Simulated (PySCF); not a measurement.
# Correlation energy of Sn⁴⁵⁺ (tin, charge +45)

[He] 2s2 2p1, 2P determinant. Computed with PySCF 2.14 in an even-tempered Gaussian basis (19 s from 20 bohr⁻², ratio 2.2; 12 p from 26 bohr⁻², ratio 2.2; 5 d from 99 bohr⁻², ratio 2.4; 5 f from 150 bohr⁻², ratio 2.4; 4 g from 220 bohr⁻², ratio 2.4), with scalar relativity by spin-free X2C-1e. Frozen: nothing; 5 electrons correlated; the 14 highest virtual orbitals of each spin left out.

MP2 pair energies summed by pair of shells (mhartree):

```tsv
pair	energy	share (%)
2s-2s	-136.00	54.2
1s-1s	-49.28	19.6
2s-2p	-37.95	15.1
1s-2s	-17.51	7.0
1s-2p	-10.18	4.1
```

Total MP2 correlation energy: -250.93 mhartree.

At this charge the one-electron X2C treatment keeps the bare 1/r₁₂, with no two-electron picture change or Breit term. That inflates the 1s pair energies well beyond their four-component values; and a scalar Hamiltonian misses the large spin-orbit splitting of the p shells, which matters for ns² → np² pairs.
